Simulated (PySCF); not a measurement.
Species: BCl2(NH2).
Bonds: B1–Cl2, B1–Cl3, B1–N4. Hydrogens: H5, H6 on N4.

The closed-shell ground state was solved at several levels (PySCF, density fitting, gas phase, non-relativistic). Geometry: PBE0-D3(BJ)/def2-SVP; no solvent, vibrations or thermal averaging.

| level | basis functions | total energy (Eh) | HOMO (eV) | LUMO (eV) | gap (eV) | dipole (D) |
| --- | --- | --- | --- | --- | --- | --- |
| B3LYP/pcSseg-1 | 92 | -1001.3343 | -8.35 | 0.09 | 8.44 | 3.07 |
| PBE0/pcSseg-1 | 92 | -1000.8964 | -8.66 | 0.25 | 8.91 | 3.12 |

What might wB97X-D/def2-SVPD (110 basis functions) give for the same quantities?

Total energy -1000.9896 Eh, HOMO -10.60 eV, LUMO 1.40 eV, gap 12.00 eV, dipole 2.90 D.

Over all these levels, which gives the widest orbital gap and which the narrowest?

wB97X-D/def2-SVPD (range-separated hybrid) has the widest, 12.00 eV, and B3LYP/pcSseg-1 (global hybrid, 20 % exact exchange) the narrowest, 8.44 eV. Functional and basis both differ between the two, so the spread mixes both effects.

How far do the dipole and the HOMO energy spread over the levels?

The dipole runs from 2.90 to 3.12 D (mean 3.03 D) and the HOMO from -10.60 to -8.35 eV.

wB97X-D is run here without its empirical dispersion term; that term would change no orbital, density or response property at a fixed geometry.
